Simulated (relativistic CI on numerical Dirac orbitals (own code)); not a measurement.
# Level scheme of Cr III

Calculated at this level of theory: Dirac-Coulomb-Breit CI, orbitals from a KLI potential per configuration, a model potential for QED, valence Slater integrals scaled by 0.85, P86 correlation energy added to each configuration (own radial code, finite nucleus).

CI space (outside the closed core [Ar]): 3d⁴, 3d³4s, 3d³4p, 3d²4s², 3d³4d, 3d³5s, 3d³5p, 3d²4s4p, 3d³4f, 3d³5d, 3d³6s, 3d³6p, 3d³5f, 3d³5g, 3d³6d, 3d³6f, 3d²4p², 3d²4s4d. Levels of other configurations are missing.

The lowest level is 3d⁴ ⁵D0, with 100 % of that term; Hund's rules for 3d⁴ give ⁵D with J = 0, in agreement.

```tsv
No.	Configuration	Term	J	E (cm⁻¹)	%	Next component (%)	Landé g	Lifetime (s)
1	3d⁴	⁵D	0	0.0	100			
2	3d⁴	⁵D	1	56.0	100		1.501	1.06e+05
3	3d⁴	⁵D	2	165.1	100		1.501	1.36e+04
4	3d⁴	⁵D	3	322.5	100		1.501	
5	3d⁴	⁵D	4	522.4	100		1.501	
6	3d⁴	³H	4	16844.2	99		0.800	
7	3d⁴	³H	5	16949.8	99		1.034	
8	3d⁴	³H	6	17065.0	100		1.167	
9	3d⁴	³P	0	18011.2	99			5.38e+00
10	3d⁴	³P	1	18364.7	100		1.500	6.26e+00
11	3d⁴	³P	2	18988.8	100		1.500	9.80e+00
12	3d⁴	³F	2	19257.3	100		0.666	2.14e+01
13	3d⁴	³F	3	19307.0	98	2 ³G	1.077	1.04e+01
14	3d⁴	³F	4	19373.6	97	2 ³G	1.245	7.53e+00
15	3d⁴	³G	3	21172.8	98	2 ³F	0.756	5.85e+01
16	3d⁴	³G	4	21306.9	97	2 ³F	1.053	7.63e+01
17	3d⁴	³G	5	21431.0	99		1.200	5.14e+01
18	3d⁴	¹I	6	25447.9	100		1.000	2.85e+01
19	3d⁴	¹G	4	26619.9	99		1.000	7.30e+00
20	3d⁴	³D	3	27464.8	100		1.334	1.05e+01
21	3d⁴	³D	2	27513.4	99		1.167	1.30e+01
22	3d⁴	³D	1	27576.3	100		0.499	1.03e+01
23	3d⁴	¹S	0	30967.5	100			3.99e+00
24	3d⁴	¹D	2	33075.3	99		1.000	6.58e+00
25	3d⁴	¹F	3	38373.3	99		1.000	1.19e+01
26	3d⁴	³F	4	44583.8	99		1.250	2.62e-01
27	3d⁴	³F	2	44594.4	99		0.666	2.52e-01
28	3d⁴	³F	3	44612.2	99		1.083	2.58e-01
29	3d⁴	³P	2	45270.3	99		1.501	
30	3d⁴	³P	1	45709.0	99		1.501
```

Energies count from the lowest computed level; lifetimes are radiative, by E1, M1, E2 decay to levels of this space only; some are left blank where a channel outside the calculation adds to the decay or the decay crosses a small, uncertain gap.

The mean weight of the leading LS term, summed over parents, in these 30 levels is 99 %, and that of the leading jj configuration (from the same eigenvectors) 53 %, so LS coupling describes them better.

For a near-neutral ion this model can misplace configurations by up to about 10,000 cm⁻¹ (more where the count of f electrons changes) and terms by 10 to 25 % of their spread. Rates follow the energies as ν³ (E1, M1) or ν⁵ (E2), so they and the lifetimes can be off by large factors. The fine structure of a lone outer electron comes out too small, for d and f at times inverted, and misplaced configurations move strength between like terms. 67 of the 67 excited levels that our extract of the measured tables holds in this range could be paired (the sources list more); they are missed by 881 cm⁻¹ on average and 3595 at most, and levels without a partner can miss by more.

Landé's interval rule says that E(J) − E(J−1) = AJ with one A. For the ground term the intervals give A = 56.0, 54.6, 52.5, 50.0 cm⁻¹ for J = 1, 2, 3, 4; the multiplet is regular.
